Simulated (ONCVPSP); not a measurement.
What the settings do to the ONCV potential of Re (Z = 75)

Base potential:

ONCVPSP 4.0.1 input, shortened (lines: element, Z, core and valence counts, functional; n l f; lmax; l rc ep ncon nbas qcut; lloc lpopt rc5 dvloc0; l nproj debl; icmod fcfact rcfact), LDA (Perdew-Wang 92), scalar-relativistic:

```
  Re 75.00   10    4  -001012      upf
    1    0    2.00
    2    0    2.00
    2    1    6.00
    3    0    2.00
    3    1    6.00
    3    2   10.00
    4    0    2.00
    4    1    6.00
    4    2   10.00
    4    3   14.00
    5    0    2.00
    5    1    6.00
    5    2    5.00
    6    0    0.50
    2
    0    2.00    0.00    5    8    4.70
    1    1.90    0.00    4    8    8.40
    2    1.65    0.00    4    7    5.20
    4    5    1.55    0.00
    0    2    1.60
    1    2    3.40
    2    2    3.00
    2    0.30    0.80
```

Cutoffs, loose and tight: the cutoffs (Ha) at which the residual kinetic energy of the hardest occupied pseudo-wave falls to 1 and 0.1 mHa per electron. They do not see the model core or the augmentation charge, which bear on the density cutoff. Test errors are all-electron minus pseudo excitation energies from the reference, over the configurations 5s2 5p6 5d5 6s2; 5s2 5p6 5d5 6s1; 5s2 5p6 5d5 6s0; 5s2 5p6 5d5 6s1.5. A dash means not determined; rows that change the core or the reference have their own tests.

```csv
change,outcome,"cutoff, loose","cutoff, tight",bound ghosts,GHOST(+) flags above zero,largest test error (meV)
base,generated,16 Ha,49 Ha,none,none,-4.0
functional PBEsol,generated,16 Ha,48 Ha,none,none,-3.9
"core correction Teter function fitted to the true core (icmod 2), fcfact 1.02",generated,16 Ha,49 Ha,none,none,-4.1
"local potential polynomial inside 1.35 bohr (lpopt 5, dvloc0 2 Ha)",generated,16 Ha,49 Ha,none,none,-4.0
"local potential polynomial inside 1.55 bohr (lpopt 5, dvloc0 6.5 Ha)",generated,16 Ha,49 Ha,none,none,-4.0
```
